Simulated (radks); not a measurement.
The numbers below are computed, except where a source is named.
Trend from La3+ to Lu3+: ionisation energy by Delta-SCF between NIST ground configurations, and size. Level of theory: Dirac Kohn-Sham, PBE, spin-unpolarised, spherical densities, finite nucleus; open shells fill j = l - 1/2 first; Fermi nuclear charge, rms radius of each element as measured or else 0.836 A^(1/3) + 0.57 fm (a radial shooting solver on a logarithmic mesh with Libxc functionals).

species  configuration  configuration of the ion  IE (eV)  NIST (eV)       kind   -e(HOMO) (eV)  outermost  <r> outermost (bohr)
La3+              [Xe]         [Kr] 4d10 5s2 5p5   49.942       50.0  semi-emp.  43.914 (5p3/2)      5p3/2                  1.78
Ce3+          [Xe] 4f1                      [Xe]   37.891      36.91  semi-emp.  28.795 (4f5/2)      5p3/2                  1.74
Pr3+          [Xe] 4f2                  [Xe] 4f1   39.139      38.98  semi-emp.  29.937 (4f5/2)      5p3/2                  1.70
Nd3+          [Xe] 4f3                  [Xe] 4f2   40.244      40.60  semi-emp.  30.930 (4f5/2)      5p3/2                  1.67
Pm3+          [Xe] 4f4                  [Xe] 4f3   41.228       41.2  semi-emp.  31.800 (4f5/2)      5p3/2                  1.64
Sm3+          [Xe] 4f5                  [Xe] 4f4   42.110       41.6  semi-emp.  32.566 (4f5/2)      5p3/2                  1.61
Eu3+          [Xe] 4f6                  [Xe] 4f5   42.901       42.9  semi-emp.  33.241 (4f5/2)      5p3/2                  1.58
Gd3+          [Xe] 4f7                  [Xe] 4f6   42.851       44.4  semi-emp.  33.141 (4f7/2)      5p3/2                  1.56
Tb3+          [Xe] 4f8                  [Xe] 4f7   43.464      39.33  semi-emp.  33.645 (4f7/2)      5p3/2                  1.53
Dy3+          [Xe] 4f9                  [Xe] 4f8   44.009       41.2  semi-emp.  34.083 (4f7/2)      5p3/2                  1.51
Ho3+         [Xe] 4f10                  [Xe] 4f9   44.492       42.5  semi-emp.  34.462 (4f7/2)      5p3/2                  1.48
Er3+         [Xe] 4f11                 [Xe] 4f10   44.917      42.42  semi-emp.  34.787 (4f7/2)      5p3/2                  1.46
Tm3+         [Xe] 4f12                 [Xe] 4f11   45.289      42.41  semi-emp.  35.061 (4f7/2)      5p3/2                  1.44
Yb3+         [Xe] 4f13                 [Xe] 4f12   45.611      43.61  semi-emp.  35.287 (4f7/2)      5p3/2                  1.42
Lu3+         [Xe] 4f14                 [Xe] 4f13   45.886      45.25  semi-emp.  35.470 (4f7/2)      5p3/2                  1.40

Reference values: NIST Atomic Spectra Database (exp. = measured, semi-emp. = semi-empirical, theory = theoretical value adopted there). Spin polarisation and multiplet splitting are left out, so open shells lie too high by an amount that depends on their filling.

Beside tabulated values, note that spin-unpolarised runs miss the spin-polarisation part of the exchange energy of open shells. No tabulated value is given for the 4+ ions of Nd, Pm and Eu to Yb, where it belongs to another shell than the one emptied here.
